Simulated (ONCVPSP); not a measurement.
**Before and after: ONCV potential for iridium (Ir)**

ONCVPSP 4.0.1 input, shortened (lines: element, Z, core and valence counts, functional; n l f; lmax; l rc ep ncon nbas qcut; lloc lpopt rc5 dvloc0; l nproj debl; icmod fcfact rcfact), PW91, scalar-relativistic:

```
  Ir 77.00    9    5  -109134      upf
    1    0    2.00
    2    0    2.00
    2    1    6.00
    3    0    2.00
    3    1    6.00
    3    2   10.00
    4    0    2.00
    4    1    6.00
    4    2   10.00
    4    3   14.00
    5    0    2.00
    5    1    6.00
    5    2    7.00
    6    0    2.00
    3
    0    1.55    0.00    4    9    6.50
    1    1.65    0.00    4    7    7.40
    2    1.45    0.00    3    7    6.90
    3    0.80    0.00    4    9   19.50
    4    4    0.55    2.00
    0    2    2.10
    1    2    2.20
    2    2    1.40
    3    1    0.40
    3    3.25    1.40
```

Change: core correction Teter function, fcfact 2.4, rcfact 1.4.

Cutoffs: the cutoffs (Ha) at which the residual kinetic energy of the hardest occupied pseudo-wave falls to 1 and 0.1 mHa per electron; they do not see the model core or the augmentation charge, which bear on the density cutoff. Errors are all-electron minus pseudo energies relative to the spin-unpolarised reference configuration.

Predict the effect on cutoff, ghosts and configuration errors.

The potential gets neither clearly harder nor softer (183 Ha and 405 Ha → 183 Ha and 405 Ha); both files keep a bound ghost (p, s); the errors of the 4 common tests hardly move. A model core, the more so a compact one, raises the density cutoff, which this test does not measure.

| quantity | base | changed |
| --- | --- | --- |
| cutoff, loose | 183 Ha | 183 Ha |
| cutoff, tight | 405 Ha | 405 Ha |
| bound ghosts | s, p | s, p |
| GHOST(+) flags under 300 eV | d at 192.1 eV | d at 192.1 eV |
| error for 4f14 5s2 5p6 5d7 6s1, meV [ΔE 9.95 eV] | -5.2 | -5.1 |
| error for 4f14 5s2 5p6 5d7 6s0, meV [ΔE 27.51 eV] | -19 | -19 |
| error for 4f14 5s2 5p6 5d6 6s0, meV [ΔE 58.13 eV] | -19 | -19 |
| error for 4f13 5s2 5p6 5d8 6s2, meV [ΔE 59.85 eV] | -373 | -365 |
| s: phases at 1.58 bohr within 0.05 rad from the reference energy up to (Ha; the scan ends near 5) | to the end of the scan | to the end of the scan |
| p: phases at 1.68 bohr within 0.05 rad from the reference energy up to (Ha; the scan ends near 5) | to the end of the scan | to the end of the scan |
| d: phases at 1.47 bohr within 0.05 rad from the reference energy up to (Ha; the scan ends near 5) | to the end of the scan | to the end of the scan |
| f: phases at 0.81 bohr within 0.05 rad from the reference energy up to (Ha; the scan ends near 5) | 3.6 | 3.6 |
| rms error of d²Exc/dni dnj with the model core, mHa | 2.69 | 3.17 |

 A true bound ghost makes a file unfit for plane-wave use even where its test errors are small: the radial tests pick states by their node count and pass the ghost by.
